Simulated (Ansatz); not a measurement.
Cost and result for the atomization energy of CH6BrNOSi (`N[SiH](O)CBr`) (11 atoms, 10 bonds).

Z-matrix (Å, degrees):
```
Si
O 1 1.647
C 1 1.877 2 110.8
N 1 1.697 2 112.4 3 120.1
H 1 1.489 2 108.7 3 -118.6
H 2 0.958 1 118.1 3 75.7
Br 3 1.950 1 110.6 2 68.8
H 3 1.090 1 112.9 2 -49.9
H 3 1.090 1 111.8 2 -172.9
H 4 1.008 1 118.9 2 -76.9
H 4 1.007 1 120.7 2 67.5
```

The species carries charge 0 and has multiplicity 1. Correlated methods include outer-core shells of Br, which these sets cover unevenly. Scalar relativity is left out up to krypton. Geometry: relaxed with PBE0-D4/def2-TZVP. It is one conformer, not always the lowest. Program: Ansatz. Hardware: A = 2 threads of an AMD EPYC 7R13 on a shared host; B = 2 threads of an AMD EPYC 7R13 on a shared host and a share of an NVIDIA H100 80 GB. Times are those of one run each, without the atoms' runs, and a repeat can differ threefold. Electronic energies, without spin–orbit coupling; frozen cores. CCSD(T)/CBS adds CCSD(T) − MP2 in def2-TZVPP to the MP2 limit, and its time is that of the two runs behind it. T1 = 0.009. With those shells the extrapolation isn't a true limit. B3LYP takes the VWN-RPA correlation (the form of Gaussian; ORCA's B3LYP/G).

CCSD(T)/CBS is a level of theory with its own doubt, some kJ/mol a heavy atom from the limit and from the frozen cores, so smaller differences don't rank the functionals.

| level | functions | wall time | atomization (kcal/mol) | difference from CCSD(T)/CBS | per bond |
| --- | --- | --- | --- | --- | --- |
| CCSD(T)/def2-TZVPP [B] | 267 | 3.4 s | 906.8 | -30.0 | -3.0 |
| MP2/def2-QZVPP [B] | 510 | 4.2 s | 941.1 | 4.3 | 0.4 |
| PBE-D4/def2-TZVPP (with forces) [A] | 267 | 4.2 s | 945.8 | 9.0 | 0.9 |
| PBE0-D4/def2-TZVPP [A] | 267 | 6 s | 928.5 | -8.3 | -0.8 |
| r2SCAN-D4/def2-TZVPP (with forces) [A] | 267 | 7.5 s | 931.7 | -5.1 | -0.5 |
| CCSD(T)/CBS(def2) | – | 7.6 s | 936.8 | 0.0 | 0.0 |
| B3LYP-D4/def2-TZVPP (with forces) [A] | 267 | 9.5 s | 930.8 | -6.0 | -0.6 |
| B2PLYP/def2-TZVPP [A] | 267 | 10 s | 920.7 | -16.1 | -1.6 |
| ωB97X-V/def2-TZVPP [A] | 267 | 13 s | 935.3 | -1.5 | -0.2 |
| ωB97M-V/def2-TZVPP (with forces) [A] | 267 | 19 s | 935.2 | -1.6 | -0.2 |

In def2-TZVPP, CCSD(T) changes the Hartree–Fock value by +249.1 kcal/mol (the triples alone add +14.4 kcal/mol) and MP2 by +265.5 kcal/mol; breaking electron pairs costs correlation energy, which Hartree–Fock lacks. The D4 term adds +10.1 kcal/mol with B3LYP and +5.3 kcal/mol with PBE0; it sums over pairs of atoms, weighted by their polarisabilities, and B3LYP, whose exchange is more repulsive, gets the larger term. From PBE to PBE0 (25 % exact exchange), in def2-TZVPP and without D4, the atomization energy moves by −16.4 kcal/mol: exact exchange takes away binding that semilocal exchange gives to molecules.
